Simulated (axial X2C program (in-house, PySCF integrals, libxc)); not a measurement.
## Potential curves of AlMn, scalar-relativistic

All values were computed with an in-house relativistic program for diatomic molecules. Spin-free means the one-electron spin-free X2C Hamiltonian. Basis: Mn dyall-cv3z [9s10p6d3f2g], Al dyall-v3z [8s8p2d1f] (cores contracted in-house); Gaussian nuclei, density fitting, unrestricted open shells. Masses: Mn 54.938 u, Al 26.982 u.

State: M_S = 2, Λ = 1 (beyond evenly filled blocks: σα, π+α, π+β, π-α, δ+α, δ-α). Energies in cm⁻¹ from the fragments at the same level (Mn + Al). Fits are polynomials in 1 − R0/R over 0.85 to 1.23 times the lowest point R0.

```json
{"R (Å)": "2.3333", "PBE50": "-1112", "PBE0": "-3996", "CCSD(T)": ""}
{"R (Å)": "2.4406", "PBE50": "-2895", "PBE0": "-5379", "CCSD(T)": "-340"}
{"R (Å)": "2.5211", "PBE50": "-3737", "PBE0": "-5968", "CCSD(T)": "-1265"}
{"R (Å)": "2.6015", "PBE50": "-4253", "PBE0": "-6264", "CCSD(T)": "-1881"}
{"R (Å)": "2.6820", "PBE50": "-4518", "PBE0": "-6336", "CCSD(T)": "-2258"}
{"R (Å)": "2.7759", "PBE50": "-4588", "PBE0": "-6207", "CCSD(T)": "-2475"}
{"R (Å)": "2.8697", "PBE50": "-4472", "PBE0": "-5915", "CCSD(T)": "-2523"}
{"R (Å)": "2.9904", "PBE50": "-4147", "PBE0": "-5386", "CCSD(T)": "-2430"}
{"R (Å)": "3.1379", "PBE50": "-3607", "PBE0": "-4620", "CCSD(T)": ""}
{"R (Å)": "3.3525", "PBE50": "-2759", "PBE0": "-3479", "CCSD(T)": ""}
```

Correlated methods: 10 electrons correlated (number of frozen shells: Mn 3 s, 2 p; Al 2 s, 1 p), 234 virtual spin orbitals or spinors in MP2, 90 natural virtuals in coupled cluster.

The state is a single determinant with fixed occupations, the lowest that a limited PBE0 search found. De is counted from the lowest determinant-based energies of the atoms at the same level, without counterpoise correction. Coupled cluster ran in a truncated set of natural virtual spinors; the MP2 energy of the rest was added. (T) has no such correction and the atoms are truncated less, which lowers De at CCSD(T) by a hundredth of an eV or more. Other states lie close and PBE0, whose exact exchange favours high spin, may order them wrongly; the determinant shown need not be the ground state. The nearest other spin-free determinant of the search, M_S = 3, Λ = 1, lies 0.26 eV up at the distance of the search. The functionals have no current-density term, which raises determinants with orbital currents, atoms included. The atomic limit has a lower orbital projection than the molecule and lies lower at mean-field level, so De may be about a tenth of an eV too small. The determinant is spin-polarised beyond a pure state at some levels (its spin-free form has ⟨S²⟩ too high), which makes Re and μ there less reliable. The T1 diagnostic is large, a sign of multireference character. Coupled cluster ran on the points near the minimum only. MP2 and coupled cluster on one determinant become unreliable at the stretched end.

(1) What are Re, ωe and De at the PBE50 level?

(2) Fit the PBE0 curve near its minimum: give the equilibrium distance, the harmonic wavenumber and the well depth.

(3) What are Re, ωe and De at the CCSD(T) level?

Answers

(1) At PBE50, spin-free: Re = 2.759 Å, ωe ≈ 204 cm⁻¹, De = 0.57 eV to Mn + Al; Be follows as 0.122 cm⁻¹.

(2) At PBE0, spin-free: Re = 2.672 Å, ωe ≈ 225 cm⁻¹, De = 0.79 eV to Mn + Al; Be follows as 0.13 cm⁻¹.

(3) At CCSD(T), spin-free: Re = 2.857 Å, ωe ≈ 156 cm⁻¹, De = 0.31 eV to Mn + Al; Be follows as 0.114 cm⁻¹.
